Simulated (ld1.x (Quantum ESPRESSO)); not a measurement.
**gold: one change to an RRKJ potential, before and after**

Au (Z = 79), norm-conserving RRKJ (Kleinman–Bylander form), made with ld1.x (Quantum ESPRESSO) 7.5 (PBEsol, scalar-relativistic). Core [Xe] 4f14, reference 5d10 6s0.75 6p0.25. Waves: 6p (bound): rc 3.40 bohr; 5d (bound): rc 1.70 bohr; 6s (bound): rc 2.40 bohr. Local part: the s channel. Core correction: a·sin(br)/r model core inside 0.85 bohr.

All-electron outer shells of the reference configuration (PBEsol, scalar-relativistic, ld1.x):

```
shell  level (eV)  outermost node (bohr)  outermost maximum (bohr)
   4f      -81.80                      –                      0.37
   5p      -60.43                   0.52                      0.96
   5d       -7.50                   0.56                      1.21
   6s       -6.26                   1.11                      2.29
   6p       -1.04                   1.32                      3.51
```

Change: wave 5d (bound): rc 1.70 bohr becomes 5d (bound): rc 1.14 bohr.

Cutoffs: the cutoffs (Ry, on a coarse ladder) from which the occupation-weighted sum of valence levels, in a spherical-Bessel basis at the reference potential, stays within 10 and 1 mRy of its value at 400 Ry; they do not see the model core or the augmentation charge, which bear on the density cutoff. Errors are all-electron minus pseudo energies relative to the spin-unpolarised reference configuration.

Q: How do hardness, ghosts and transferability respond?

A: The potential gets harder (40 Ry and 55 Ry → 120 Ry and 160 Ry); the errors of the 7 common tests hardly move; neither file shows a bound ghost. A smaller radius makes the pseudo-wave follow the all-electron one further in, where it bends more sharply, so more plane waves are needed.

| quantity | base | changed |
| --- | --- | --- |
| cutoff, loose | 40 Ry | 120 Ry |
| cutoff, tight | 55 Ry | 160 Ry |
| loose cutoff by channel (10 mRy a level) | p 6 Ry, d 35 Ry, s 8 Ry | p 6 Ry, d 90 Ry, s 8 Ry |
| bound ghosts | none | none |
| error for 5d10 6s1 6p0, meV [ΔE -1.29 eV] | +0.1 | 0.0 |
| error for 5d10 6s0 6p0, meV [ΔE 8.15 eV] | -13 | -13 |
| error for 5d9 6s0 6p0, meV [ΔE 29.39 eV] | -70 | -70 |
| error for 5d10 6s0 6p1, meV [ΔE 4.05 eV] | -4.3 | -4.3 |
| error for 5d9 6s1 6p1, meV [ΔE 6.27 eV] | -82 | -83 |
| error for 5d8 6s0 6p0, meV [ΔE 63.30 eV] | -362 | -364 |
| error for 5d7 6s0 6p0, meV [ΔE 111.04 eV] | -1008 | -1017 |
| s: phases at 3.71 bohr within 0.05 rad from the reference energy up to (Ry; the scan ends near 5) | 1.1 | 1.1 |
| p: phases at 3.71 bohr within 0.05 rad from the reference energy up to (Ry; the scan ends near 5) | 1.9 | 1.9 |
| d: phases at 3.71 bohr within 0.05 rad from the reference energy up to (Ry; the scan ends near 5) | 0.6 | 0.6 |
